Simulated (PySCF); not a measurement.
Atom-mapped SMILES (the numbers label the heavy atoms): `[CH2:1]=[CH:2][c:3]1[cH:4][cH:5][n:6][cH:7][cH:8]1`; H(Xn) means a hydrogen on atom n. Ha(C1) is cis to C3; Hb(C1) is trans to C3.

Geometry: PBE0-D3(BJ)/def2-SVP; GIAO shifts from PySCF 2.14, gas phase, non-relativistic, averaged over equivalent atoms.

At B3LYP/pcSseg-1 (171 basis functions, 20 s wall time on 1 thread of an Arm Neoverse V2, shared host):
| atoms | δ (ppm) |
| --- | --- |
| C5/C7 | 156.8 |
| C3 | 148.3 |
| C2 | 144.6 |
| C4/C8 | 125.2 |
| C1 | 123.0 |
| N6 | 369.4 |
| H(C5)/H(C7) | 8.62 |
| H(C4)/H(C8) | 7.04 |
| H(C2) | 6.51 |
| Ha(C1) | 6.37 |
| Hb(C1) | 5.62 |

Chemical shifts δ = σref − σ; 13C (σ = 179.24 ppm), 1H (σ = 31.38 ppm) against TMS; 15N (σ = 263.54 ppm) against NH3, all at this level.

Predict the values at B97-2/pcSseg-1 on the same geometry.

Results:


| atoms | δ at B97-2/pcSseg-1 | change |
| --- | --- | --- |
| C5/C7 | 153.0 | -3.8 |
| C3 | 143.8 | -4.5 |
| C2 | 140.4 | -4.2 |
| C4/C8 | 121.8 | -3.4 |
| C1 | 121.0 | -2.0 |
| N6 | 353.5 | -15.9 |
| H(C5)/H(C7) | 8.67 | +0.05 |
| H(C4)/H(C8) | 7.10 | +0.06 |
| H(C2) | 6.56 | +0.05 |
| Ha(C1) | 6.42 | +0.05 |
| Hb(C1) | 5.70 | +0.08 |

Shifts are taken against calculated references (same method and geometry level): TMS for 13C (σ = 183.69 ppm) and 1H (σ = 31.38 ppm); 15N (σ = 262.91 ppm) vs NH3.

The largest change is at N6 (pyridine-type ring nitrogen). Cost: 171 basis functions, 20 s wall time on 1 thread of an Arm Neoverse V2, shared host. The order of the carbon signals is the same at both levels.

The carbons averaged at δ 125.2 differ by 8 ppm in this conformer. Experimental scales use liquid or dissolved standards, which lie at an offset from isolated NH3 (liquid NH3: subtract about 20 ppm). Unscaled 15N shifts of sp2 nitrogen come out 20 to 40 ppm too high even then.
